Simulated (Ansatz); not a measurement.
`[F][InH][I]` + CH₃NH₂ → `C[NH][InH][F]` + HI at 600 K and 1 bar (ligand exchange at the In–I bond).

Gas-phase electronic energies from Ansatz, PBE0-D4/def2-TZVP geometries. CCSD(T)/CBS is the MP2 limit (def2-TZVPP, def2-QZVPP) plus CCSD(T) − MP2 in def2-TZVPP, frozen cores. Elements past krypton have def2 core potentials. For I, In outer-core shells are correlated without core-valence functions, which leaves a few kJ/mol of doubt a bond. One conformer a species, not always the lowest.

```tsv
species	CCSD(T)/CBS energy (Eh)	H − E (kJ/mol)	S (J/(mol·K))
`[F][InH][I]`	-587.72167	58.2	376.6
CH₃NH₂	-95.75281	199.3	283.8
`C[NH][InH][F]`	-385.38945	216.5	427.7
HI	-298.03592	31.6	227.0
```

H − E and S are ideal-gas, rigid-rotor, harmonic terms from PBE0-D4/def2-TZVP, for one conformer and one mirror image of each species. 1 Eh = 2625.50 kJ/mol, R = 8.31446 J/(mol·K).

By hand: ΔE, ΔH, ΔS and ΔG.

ΔE = (-385.38945) + (-298.03592) − (-587.72167) − (-95.75281) = 0.04911 Eh = 128.9 kJ/mol. Δ(H − E) = 216.5 + 31.6 − 58.2 − 199.3 = -9.4, so ΔH = 119.5 kJ/mol. ΔS = 427.7 + 227.0 − 376.6 − 283.8 = -5.7 J/(mol·K). ΔG = 119.5 − 600 × (-5.7)/1000 = 122.9 kJ/mol.

By hand: the equilibrium constant, and the temperature at which ΔG would vanish if ΔH and ΔS stayed fixed.

log₁₀ K = −ΔG/(RT ln 10) = -10.7. ΔH and −TΔS have one sign here, so there is no such temperature.

The number of gas molecules stays the same, so ΔS is small and ΔH decides. A doubt of 5 kJ/mol in ΔE shifts log₁₀ K by 0.4 here. Other conformers and mirror images would add mixing entropy, several J/(mol·K) or more a flexible species. These are equilibria of isolated gas molecules and say nothing of rates. Largest T1 diagnostic: 0.016 (customary marks: 0.02 for closed shells, 0.045 for open ones).

ΔS is within the doubt of such terms, so its sign, and with it that verdict, could turn.
